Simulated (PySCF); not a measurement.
## Telling isomers of C8H9P apart by NMR

No relativistic terms, one averaged value for each set of equivalent atoms, a single conformation, no solvent model. σ from GIAO-PBE0/pcSseg-1; PBE0-D3(BJ)/def2-SVP structure; PySCF 2.14.

Scale: 1H (σref 31.27), 13C (σref 184.41) against TMS (reference shieldings calculated alike). Splittings of carbon signals by F and P are missing where no couplings were computed. Where no couplings were computed, multiplicities follow the n + 1 count of equivalent neighbours, and m marks all less simple cases (inequivalent or close neighbours, rings, F or P nearby). Shifts are as computed. Against solution values, carbons near 30 ppm lie about +2 ppm off and those near 130 ppm about +5 ppm. Of 1309 compounds with measured shifts, 239 miss one by over three times the rms of a fit or turn the order of signals round; such compounds aren't used in these exercises.

(1) Tabulate the signals of `C=Cc1ccc(C)cp1`, `c1ccc(C2CC2)pc1` and their relative energies.

(2) What is the quickest way to tell C=Cc1ccc(C)cp1 from c1ccc(C2CC2)pc1?

Answers

(1) 
| SMILES | carbon types | δC | δH | E rel. (kcal/mol) |
| --- | --- | --- | --- | --- |
| C=Cc1ccc(C)cp1 | 2×C 4×CH 1×CH2 1×CH3 | 171.1, 163.1, 147.8, 146.1, 136.5, 133.0, 115.6, 26.4 | 8.61 (m, 1H), 8.39 (m, 1H), 7.40 (m, 1H), 7.08 (m, 1H), 6.25 (m, 1H), 5.50 (m, 1H), 2.48 (s, 3H) | 0.0 |
| c1ccc(C2CC2)pc1 | 1×C 5×CH 2×CH2 | 191.0, 164.1, 138.3, 135.9, 133.8, 25.0, 21.8 | 8.86 (m, 1H), 7.79 (m, 1H), 7.73 (m, 1H), 7.45 (m, 1H), 1.75 (m, 1H), 1.38 (m, 2H), 1.01 (m, 2H) | 5.5 |

Energies are electronic energies at PBE0/pcSseg-1 on these geometries, without zero-point or thermal terms, each for the one conformer computed, which needn't be the lowest.

(2) Count the carbon signals: 8 against 7. The first has a terminal =CH2 carbon at 115.6 ppm, the second a three-membered-ring carbon (CH) at 25.0 ppm. Their most deshielded carbons lie at 171.1 and 191.0 ppm.
